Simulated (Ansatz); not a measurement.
The cluster Te₃Pt₂. Charge 0, multiplicity 1. Geometry PBE-D4/def2-SVP; atoms count from 1.

```xyz
5

Pt   -0.4730   -1.9218   -0.7522
Pt    0.1326    0.5153    0.2883
Te    0.6905    2.8385    0.9818
Te   -0.2452   -1.5159    1.7629
Te   -0.1049    0.0839   -2.2807
```

In the def2 sets Pt, Te take a core potential; there is no spin–orbit coupling. The restricted singlet is unstable towards broken spin symmetry in Hartree–Fock (as tested in another run); at PBE0-D4/def2-TZVP this wasn't settled. No other spin state of charge 0 was run. The geometry of the singlet was relaxed on an unsound state (an occupied level 0.07 eV above an empty one). The structure comes from a short search, and lower isomers may exist.

Question: Estimate the Mulliken populations from the PBE0/def2-TZVP orbitals of Ansatz.

Answer: 
```json
{"atom": "Pt1", "charge (e)": "0.32", "d electrons": "8.91"}
{"atom": "Pt2", "charge (e)": "0.16", "d electrons": "8.68"}
{"atom": "Te3", "charge (e)": "-0.16", "d electrons": "–"}
{"atom": "Te4", "charge (e)": "-0.14", "d electrons": "–"}
{"atom": "Te5", "charge (e)": "-0.18", "d electrons": "–"}
```
Mulliken values and Mayer orders depend strongly on the basis.

Question: And the Mayer bond orders between bonded heavy atoms (over 0.3)?

Answer: Pt1–Pt2 0.37 (2.72 Å); Pt1–Te4 0.90 (2.56 Å); Pt1–Te5 0.89 (2.55 Å); Pt2–Te3 1.20 (2.49 Å); Pt2–Te4 1.02 (2.54 Å); Pt2–Te5 0.92 (2.62 Å). Values over 0.3 also appear between atoms too far apart for a bond (Pt1–Te3 0.42 at 5.20 Å; Te3–Te4 0.48 at 4.52 Å; Te3–Te5 0.50 at 4.34 Å; Te4–Te5 0.46 at 4.35 Å); they arise where an orbital or an unpaired electron spreads over both atoms.
